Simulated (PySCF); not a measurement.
One of the candidates below gave these computed data.

All candidates are C5H7FS.

| technique | computed result |
| --- | --- |
| Rotational structure | rotational constants A, B, C: 4.183, 1.369, 1.227 GHz [GFN2-xTB] |
| Dipole | 2.15 D [PBE0/def2-SVPD] |
| UV, first state | lowest singlet excitation: 4.92 eV (252 nm, f = 0.002) [TDDFT PBE0/def2-SVPD] |
| Triplet | lowest triplet excitation (Tamm–Dancoff): 4.40 eV [TDA PBE0/def2-SVPD] |
| NMR, other nuclei | isotropic shieldings of nuclei other than C and H, by class: 345 (1 F), 615 (1 S) ppm [GIAO PBE0/pcSseg-1] |
| UV, strongest line | among the 6 lowest singlet transitions: S5 at 6.75 eV (184 nm, f = 0.094) [TDDFT PBE0/def2-SVPD] |
| Polarisability | 79.3 au [PBE0/def2-SVPD] |
| 13C NMR | chemical shifts (computed TMS as zero) by class: 143.9 (1 C), 124.4 (1 C), 99.2 (1 C), 51.3 (1 C), 30.7 (1 C) ppm [GIAO PBE0/pcSseg-1] |

Gas-phase values; electronic properties from PySCF, density fitting. Levels stand in brackets. Geometry: GFN2-xTB, one conformer, isolated molecule. Each NMR value is the plain mean over a class of atoms that symmetry, rotation or inversion makes alike.

Task: Which candidate is it?
A. `C[C@@H]1CC(F)=CS1`
B. `C[C@@]1(F)CCC1=S`
C. `C=CC[C@]1(F)CS1`

Result: C. It is `C=CC[C@]1(F)CS1`. Numbering: `[CH2:1]=[CH:2][CH2:3][C@:4]1([F:5])[CH2:6][S:7]1`. Its formula, C5H7FS, gives 2 degrees of unsaturation: 1 ring and 1 π bond in the structure found. 5 carbons fall into 5 classes; from least to most shielded: alkene CH carbon [C2] (143.9 ppm), terminal =CH2 carbon [C1] (124.4 ppm), sp3 C–F carbon [C4] (99.2 ppm), allylic carbon [C3] (51.3 ppm), ring sp3 carbon bound to sulfur [C6] (30.7 ppm). The other shieldings belong to: 345 ppm, alkyl fluorine [F5]; 615 ppm, sulfide sulfur [S7]. S1 is mainly HOMO→LUMO (weight 0.80); the largest Löwdin shares of the orbital it empties are 0.72 on the sulfide sulfur, 0.10 on the sp3 carbon bound to sulfur and 0.06 on the sp3 C–F carbon, of the orbital it fills 0.33 on the sulfide sulfur, 0.14 on the alkene CH carbon, 0.14 on the terminal =CH2 carbon and 0.10 on the sp3 C–F carbon. The optimised geometry has point group C1 and is an asymmetric top.

The others, at the same levels:
- `C[C@@H]1CC(F)=CS1` fails: its computed 13C shifts are 157.7 (1 C), 107.6 (1 C), 43.9 (1 C), 42.0 (1 C), 27.1 (1 C) ppm, lowest singlet excitation is 4.57 eV (272 nm, f = 0.001) (against 4.92 eV) and lowest triplet excitation (Tamm–Dancoff) is 3.63 eV (against 4.40 eV).
- `C[C@@]1(F)CCC1=S` fails: its computed 13C shifts are 288.5 (1 C), 99.6 (1 C), 45.7 (1 C), 33.5 (1 C), 26.3 (1 C) ppm, rotational constant A is 3.066 GHz (against 4.183 GHz) and smallest rotational constant is 1.509 GHz (against 1.227 GHz).

Each candidate is one conformer, not necessarily the lowest. Dipoles, sizes and rotational constants follow the conformer. The torsions of the flexible species, by atom-mapped SMILES:
- `[CH2:1]=[CH:2][CH2:3][C@:4]1([F:5])[CH2:6][S:7]1`: C1–C2–C3–C4 118°, C2–C3–C4–F5 70°
